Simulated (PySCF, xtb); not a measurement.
Bi(Cl)2(SiH3) (BiCl₂H₃Si), SMILES [SiH3][Bi]([Cl])[Cl].

Harmonic wavenumbers (cm⁻¹) from GFN2-xTB (xtb 6.7.1) at its own minimum, in rising order: 47, 78, 85, 95, 282, 299, 351, 455, 458, 761, 776, 782, 2286, 2320, 2387.

### Question
What does PySCF 2.14.0 with PBE-D3(BJ)/def2-SVP give at its own minimum? (An estimate is asked for; the answer gives what the named calculation found.)

### Answer
65, 82, 98, 121, 266, 314, 322, 440, 449, 794, 891, 897, 2145, 2168, 2196. Paired by order, the mean absolute difference is 60 cm⁻¹ and the zero-point energies are 16.4 and 16.1 kcal/mol.
